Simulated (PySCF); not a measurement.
Gas-phase reaction: SnBr₂ + SnCl₂ + 4 F₂ ⇌ 2 SnF₄ + 2 BrCl

Energies from PySCF (xtb for GFN2), thermal terms from the rigid-rotor harmonic-oscillator model, ideal gas at 1 bar. † marks an energy on the PBE0/def2-TZVP geometry and frequencies; other levels use their own. CCSD(T) freezes the core. All species are closed-shell singlets. B3LYP is the form with VWN-RPA correlation. Sn: scalar-relativistic def2 core potential, no spin-orbit coupling. Br: all electrons, no relativistic terms. CCSD(T) isn't extrapolated to the basis-set limit; its ΔH°(298 K) is -1650.0 kJ in def2-SVP and -1756.8 kJ in def2-TZVPP. The harmonic model lacks anharmonicity and excited electronic states, which grow with temperature; levels with a mode under 35 cm⁻¹ are left out. Soft modes under 120 cm⁻¹ make the harmonic entropy rough for SnBr₂, SnCl₂.

```tsv
level	ΔE electronic, kJ	ΔH°(298 K), kJ	ΔS°(298 K), J/K	ΔG°(800 K), kJ
B3LYP/def2-TZVP†	-1704	-1696	-314	-1450
BLYP/def2-TZVP†	-1622	-1615	-314	-1369
CCSD(T)/def2-SVP†	-1658	-1650	-314	-1404
GFN2-xTB	-949	-943	-244	-756
HF/def2-TZVP†	-1913	-1906	-314	-1660
M06-2X/def2-TZVP†	-1880	-1873	-314	-1627
PBE0/def2-QZVP†	-1768	-1760	-314	-1514
PBE0/def2-TZVP	-1727	-1720	-314	-1474
ωB97M-V/def2-TZVP†	-1769	-1762	-314	-1516
```
ΔH° is lowest at HF/def2-TZVP† and highest at GFN2-xTB. No reference value is set beside these.
